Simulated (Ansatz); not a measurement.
Geometry optimisation, RKS PBE0/def2-SVP (Ansatz).

Input:

```yaml
crystal:
  periodic: [false, false, false]
  atoms:
    - { symbol: Zr, position_ang: [0.0, 0.0, 0.0] }
    - { symbol: F, position_ang: [0.0, 0.0, 2.33] }
    - { symbol: Cl, position_ang: [2.3764, 0.0, -0.8392] }
    - { symbol: F, position_ang: [-0.9326, 1.6157, -0.6593] }
    - { symbol: Cl, position_ang: [-1.1869, -2.0563, -0.8392] }
    - { symbol: H, position_ang: [1.1221, -1.704, 0.6779] }
    - { symbol: H, position_ang: [0.8157, -1.2386, 1.7078] }
basis:
  gaussian: { orbitals: def2-SVP }
hamiltonian:
  xc: pbe0
relax:
  f_tol: 0.15
  max_steps: 25
  restrain:
    - { distance: [0, 5], at: 3.05, k: 30.0 }
    - { distance: [6, 1], at: 2.12, k: 30.0 }
    - { distance: [0, 1], at: 1.98, k: 30.0 }
    - { distance: [6, 5], at: 0.66, k: 30.0 }
output:
  orbitals: {}
```

Launched with:

```bash
$ ansatz run input.yaml --threads 2 --pin off --max-ram 3072MiB --backend cpu --events-out ev --progress --plain --runs-dir out
```

Question: Where does it end, and by what steps?

Answer: It converged. The restraints hold the end off the free minimum. After 7 steps the energy has fallen by 3.139 eV (the restraints' own energy left out); H6 moved furthest, 0.84 Å. Parted: Zr1–H6 (2.15 → 3.05 Å), Zr1–H7 (2.26 → 2.79 Å). Joined: H6–H7 (1.17 → 0.72 Å).

| step | energy less start (eV) | largest force component (eV/Å) | accepted |
| --- | --- | --- | --- |
| 0 | 0.0000 | 3.553 | yes |
| 1 | -1.0456 | 3.896 | yes |
| 2 | -1.8537 | 4.921 | yes |
| 3 | -2.6617 | 3.176 | yes |
| 4 | -3.1090 | 1.469 | yes |
| 5 | -3.1368 | 1.206 | yes |
| 6 | -3.1427 | 1.191 | yes |
| 7 | -3.1387 | 1.212 | yes |

```xyz
7
Properties=species:S:1:pos:R:3
Zr -0.065 0.120 -0.070
F -0.055 0.135 1.871
Cl 2.090 0.261 -0.957
F -0.988 1.659 -0.631
Cl -1.230 -1.718 -0.916
H 1.380 -2.168 1.334
H 1.063 -1.671 1.746
```

Time of the run: 30 s on 2 threads of Arm Neoverse V2, on a shared host, peak memory 0.24 GiB.
